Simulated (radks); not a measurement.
Question: Radial electron density D(r) = 4 pi r^2 rho(r) of an atom or ion with 21 electrons. Method: scalar-relativistic Kohn-Sham, LDA (Slater exchange, Perdew-Wang correlation), spin-unpolarised, spherical densities, finite nucleus; Fermi nuclear charge, rms radius of each element as measured or else 0.836 A^(1/3) + 0.57 fm; computed with a radial shooting solver on a logarithmic mesh with Libxc functionals.

| r (bohr) | D(r) (e/bohr) |
|---|---|
| 0.007914 | 5.298 |
| 0.008995 | 6.474 |
| 0.01031 | 7.947 |
| 0.01171 | 9.560 |
| 0.01342 | 11.52 |
| 0.01525 | 13.58 |
| 0.01747 | 15.97 |
| 0.01986 | 18.34 |
| 0.02275 | 20.91 |
| 0.02607 | 23.37 |
| 0.02963 | 25.45 |
| 0.03394 | 27.22 |
| 0.03858 | 28.31 |
| 0.0442 | 28.71 |
| 0.05023 | 28.34 |
| 0.05755 | 27.22 |
| 0.06541 | 25.69 |
| 0.07494 | 23.94 |
| 0.08585 | 22.55 |
| 0.09758 | 22.02 |
| 0.1118 | 22.59 |
| 0.1271 | 24.24 |
| 0.1456 | 26.80 |
| 0.1654 | 29.31 |
| 0.1895 | 31.12 |
| 0.2154 | 31.24 |
| 0.2468 | 29.22 |
| 0.2828 | 25.18 |
| 0.3214 | 20.33 |
| 0.3682 | 15.34 |
| 0.4185 | 11.93 |
| 0.4794 | 10.31 |
| 0.5449 | 10.55 |
| 0.6243 | 11.79 |
| 0.7096 | 12.83 |
| 0.8129 | 12.92 |
| 0.9314 | 11.65 |
| 1.059 | 9.526 |
| 1.213 | 6.885 |
| 1.378 | 4.580 |
| 1.579 | 2.676 |
| 1.795 | 1.469 |
| 2.056 | 0.7067 |
| 2.337 | 0.3258 |
| 2.677 | 0.1301 |
| 3.068 | 0.04622 |
| 3.486 | 0.01525 |
| 3.994 | 0.003913 |
| 4.54 | 0.0008823 |
| 5.201 | 0.0001390 |

What is the nuclear charge?

Answer: Z = 24. The innermost maximum, from 1s, lies near gamma/Z bohr with gamma = sqrt(1 - (Z/c)^2) = 0.985, here 0.041 bohr (found: 0.0442), and its height grows with Z. The density is that of the chromium ion Cr3+ in [Ar] 3d3; the configuration itself is not fixed sharply by these data, and Z only to about a unit. D(r) has 3 maxima, at r = 0.0442, 0.204, 0.769 bohr, and minima at 0.0984, 0.499 bohr, inside which lie 2.13, 10.55 electrons.
